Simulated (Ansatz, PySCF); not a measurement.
System: CH4BO, charge 0, multiplicity 2. It need not be the lowest isomer of its formula. SMILES: O([CH2])B
Structure (B3LYP-D3(BJ)/def2-TZVP (Ansatz, a quantum-chemistry and plane-wave program) minimum search):
```
O
C 1 1.3516
B 1 1.3592 2 124.33
H 2 1.0768 1 116.03 3 180.00
H 2 1.0810 4 124.75 1 180.00
H 3 1.1888 1 116.49 2 -180.00
H 3 1.1956 6 123.94 1 -180.00
```
Charge 0, spin multiplicity 2.

Wanted: atomisation energy (electronic, to ground-state atoms); the coupled-cluster value holds the core correlation from cc-pwCVTZ, in kcal/mol. Correlated levels leave the core frozen unless marked. Open shells are spin-unrestricted. No spin-orbit coupling. Non-relativistic. CBS marks a two-point X^-3 extrapolation of the correlation energy; Hartree-Fock from the larger set. [CCSD(T)-MP2]/basis is that difference in the basis named.

Level to compare with: RI-MP2/CBS(aug-cc-pVTZ,aug-cc-pVQZ)+[CCSD(T)-MP2]/aug-cc-pVTZ plus the core term (Ansatz), 613.4 kcal/mol. It is a level with limits of its own, and the differences hold the functionals' basis error too.

Rank these functionals by how close they come to RI-MP2/CBS(aug-cc-pVTZ,aug-cc-pVQZ)+[CCSD(T)-MP2]/aug-cc-pVTZ, closest first: TPSSh/def2-TZVPD (PySCF); CAM-B3LYP/def2-TZVPD (Ansatz); M06-L/def2-TZVPD (PySCF).

M06-L/def2-TZVPD (meta-GGA, 611.7 kcal/mol, difference -1.7), TPSSh/def2-TZVPD (hybrid meta-GGA, 617.1 kcal/mol, difference 3.7), CAM-B3LYP/def2-TZVPD (range-separated hybrid, 619.0 kcal/mol, difference 5.6)
